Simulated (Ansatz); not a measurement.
C6H8N2, SMILES `N#CCCCCC#N`, relaxed with RKS PBE-D4/def2-SVP in Ansatz 0.2.0 from a rough embedded geometry. The force threshold is 0.03 eV/Å; the program also tests the step.

The species carries charge 0 and has multiplicity 1.

Start:

```xyz
16

N     0.669   -3.360    0.658
C    -0.006   -2.621    0.106
C    -0.848   -1.662   -0.563
C    -0.709   -0.273    0.075
C     0.710    0.272   -0.072
C     0.848    1.663    0.561
C     0.005    2.620   -0.110
N    -0.670    3.360   -0.660
H    -1.883   -2.008   -0.495
H    -0.565   -1.625   -1.619
H    -1.415    0.408   -0.406
H    -0.970   -0.337    1.135
H     1.416   -0.407    0.413
H     0.973    0.332   -1.131
H     1.883    2.009    0.492
H     0.564    1.630    1.617
```

Task: By how much does the energy fall, and how many steps does the optimiser take? (An estimate is asked.)

Result: Ansatz gave: 17.77 kJ/mol, in 3 steps.

Task: Which bonds change most? (An estimate is asked.)

Result: Computed: N1–C2 from 1.143 to 1.171 Å; C7–N8 from 1.143 to 1.171 Å; C2–C3 from 1.441 to 1.464 Å; C6–C7 from 1.441 to 1.464 Å.

Task: Give the relaxed structure. (Estimate.)

Result: Ansatz gave: 
```xyz
16

N     0.688   -3.465    0.644
C    -0.005   -2.693    0.099
C    -0.853   -1.693   -0.552
C    -0.708   -0.285    0.062
C     0.708    0.285   -0.060
C     0.853    1.693    0.551
C     0.005    2.692   -0.102
N    -0.687    3.465   -0.646
H    -1.908   -2.034   -0.487
H    -0.599   -1.670   -1.634
H    -1.431    0.387   -0.447
H    -1.008   -0.321    1.131
H     1.431   -0.386    0.450
H     1.009    0.319   -1.129
H     1.908    2.035    0.487
H     0.597    1.673    1.633
```
